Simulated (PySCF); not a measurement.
# SMILES [SnH3][n]1cnnc1, C$_{2}$H$_{5}$N$_{3}$Sn: coupling constants with relativity

Cartesian coordinates in Å; atom numbers follow the order of the lines, from 1:
```xyz
11

Sn   -1.8262   -0.1208    0.1836
N     0.2454    0.0158   -0.0377
C     1.0250    1.1356   -0.1398
N     2.2901    0.8277   -0.2388
N     2.3796   -0.5294   -0.2025
C     1.1664   -0.9959   -0.0828
H    -2.1614   -1.7483   -0.1875
H    -2.4651    0.9940   -0.9341
H    -2.1703    0.2876    1.8022
H     0.6272    2.1506   -0.1417
H     0.9034   -2.0525   -0.0294
```

Level of theory for the indirect couplings: PBE0/pcJ-1 (dyall-v2z on Sn), gas phase, Gaussian nuclear model, structure from PBE0-D3(BJ)/def2-SVP (PySCF integrals, density fitting).

Non-relativistic values:
```csv
coupling,atoms,J (Hz)
"1J(119Sn,15N)",Sn1 – N2,12.2
"1J(119Sn,1H)",Sn1 – H7/H8/H9,-1713.1
"2J(119Sn,13C)",Sn1 – C3/C6,-12.7
"3J(119Sn,15N)",Sn1 – N4/N5,-1.5
"3J(119Sn,1H)",Sn1 – H10/H11,-3.2
```

Q: What do two-component X2C with spin–orbit coupling give?

A: 
```
     coupling           atoms  with spin–orbit (Hz)
1J(119Sn,15N)        Sn1 – N2                 -40.1
 1J(119Sn,1H)  Sn1 – H7/H8/H9               -2265.8
2J(119Sn,13C)     Sn1 – C3/C6                 -12.9
3J(119Sn,15N)     Sn1 – N4/N5                  -3.2
 3J(119Sn,1H)   Sn1 – H10/H11                  -3.7
```

The largest listed coupling, 1J(119Sn,1H), ends at 1.32 times its non-relativistic value. Equivalent partners are averaged, as under fast rotation.
